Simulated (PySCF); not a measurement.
# Worked example: dipole moment from atomic charges

Sn(H)(Cl)2(OH) (Cl2H2OSn), SMILES [OH][SnH]([Cl])[Cl]. Atoms are numbered in the order given.

```xyz
6

Sn    -0.3062    -0.3058     0.0000
O      0.7808    -1.9538     0.0000
Cl     0.2729     0.9838    -1.8830
Cl     0.2729     0.9838     1.8830
H     -1.9479    -0.7537     0.0000
H      1.7325    -1.7733     0.0000
```

The structure is a stationary point at B3LYP-D3(BJ)/def2-SVP. The def2 effective core potentials stand for the cores of Sn; spin–orbit coupling is left out. Other conformers were not sampled.

Charges (e) from PBE0/def2-TZVP in PySCF:

```csv
atom,ESP fit,Mulliken
Sn1,0.481,1.006
O2,-0.566,-0.655
Cl3,-0.187,-0.346
Cl4,-0.187,-0.346
H5,0.066,0.010
H6,0.393,0.332
```

The dipole moment of the full density is 0.99 D.

Task: What dipole moment does each set of point charges give, and which comes closer to that of the density?

Result: 
μ = Σ q r, and 1 e Å = 4.8032 D.
ESP fit: Σ q r = (-0.139, -0.156, 0.000) e Å, |μ| = 1.00 D.
Mulliken: Σ q r = (-0.453, -0.305, 0.000) e Å, |μ| = 2.62 D.
ESP fit comes closer in size. Point charges leave out the atoms' own dipoles (lone pairs, polarised bonds); fits to the potential absorb them, partitions of the density don't.
